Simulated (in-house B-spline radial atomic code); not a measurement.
A fraction x of an electron is removed from 3d in the iron ion Fe²⁺, starting from [Ar] 3d6 and keeping the highest spin. Computed with a B-spline radial code for spherical atoms: scalar-relativistic (X2C) r2SCAN, spin-polarised, spherical fractional occupations, Fermi nucleus of rms radius 3.7377 fm.

```
   x  E(x) - E(0) (eV)  3d down level (eV)
   0            0.0000             -22.291
0.04            0.9033             -22.875
 0.2            4.7528             -25.254
0.34            8.4372             -27.388
0.49           12.7202             -29.727
 0.5           13.0182             -29.884
0.53           13.9219             -30.359
0.68           18.6550             -32.757
0.79           22.3562             -34.541
0.93           27.3521             -36.830
   1           29.9702                   -
```

The exact functional would give a straight line between the two integer points. Deviations E(x) - E(0) - x[E(1) - E(0)], in eV: -0.296 at x = 0.04, -1.241 at x = 0.2, -1.753 at x = 0.34, -1.965 at x = 0.49, -1.967 at x = 0.5, -1.962 at x = 0.53, -1.725 at x = 0.68, -1.32 at x = 0.79, -0.52 at x = 0.93.

The curve lies below the straight line by up to 1.967 eV (at x = 0.5): convex, the delocalisation error that favours fractional charges.

How well does Slater's transition state (minus the level at half occupation) give the ionisation energy?

It gives 29.884 eV against 29.970 eV from the two total energies; NIST lists 30.65 eV, ground level to ground level.
